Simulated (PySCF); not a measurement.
Si(Me)4 (C4H12Si), SMILES C[Si](C)(C)C. The structure is a stationary point at PBE0-D3(BJ)/def2-SVP. The isomer is the one that the SMILES or the coordinates give; other isomers of the formula were not compared.

Task: Give the equilibrium geometry at PBE0-D3(BJ)/def2-SVP (PySCF confirms it by a frequency run) as bond lengths and angles, and its point group. (An estimate is asked for; the answer gives what the named calculation found.)

Result: point group Td.
Atoms: C1 Si2 C3 C4 C5 H6 H7 H8 H9 H10 H11 H12 H13 H14 H15 H16 H17. Bonded distances (Å): C1–Si2 1.884, C1–H6 1.102, C1–H7 1.102, C1–H8 1.102, Si2–C3 1.884, Si2–C4 1.884, Si2–C5 1.884, C3–H9 1.102, C3–H10 1.102, C3–H11 1.102, C4–H12 1.102, C4–H13 1.102, C4–H14 1.102, C5–H15 1.102, C5–H16 1.102, C5–H17 1.102. Bond angles (°): Si2–C1–H6 111.2, Si2–C1–H7 111.2, Si2–C1–H8 111.2, H6–C1–H7 107.7, H6–C1–H8 107.7, H7–C1–H8 107.7, C1–Si2–C3 109.5, C1–Si2–C4 109.5, C1–Si2–C5 109.5, C3–Si2–C4 109.5, C3–Si2–C5 109.5, C4–Si2–C5 109.5, Si2–C3–H9 111.2, Si2–C3–H10 111.2, Si2–C3–H11 111.2, H9–C3–H10 107.7, H9–C3–H11 107.7, H10–C3–H11 107.7, Si2–C4–H12 111.2, Si2–C4–H13 111.2, Si2–C4–H14 111.2, H12–C4–H13 107.7, H12–C4–H14 107.7, H13–C4–H14 107.7, Si2–C5–H15 111.2, Si2–C5–H16 111.2, Si2–C5–H17 111.2, H15–C5–H16 107.7, H15–C5–H17 107.7, H16–C5–H17 107.7.
Charge 0, spin multiplicity 1.
